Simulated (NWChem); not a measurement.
# AlH$_{2}$O$_{2}$F; SMILES [OH][Al]([OH])[F]

```xyz
6

Al     0.0224     0.0061     0.0000
F      1.1415     1.2199     0.0000
O      0.5787    -1.6005     0.0000
H     -0.0665    -2.3186     0.0000
O     -1.6462     0.3500     0.0000
H     -1.9573     1.2636     0.0000
```
Atoms are numbered in this order, from 1.

Program: NWChem. The geometry was optimised at B3LYP/6-31G* (spherical d).

For level Hartree-Fock/def2-SVPD:

* **orbital gap (eV)**: 14.80

Task: What are these values for level Hartree-Fock/def2-TZVPP?

Result: The orbital gap (eV) is 15.70.
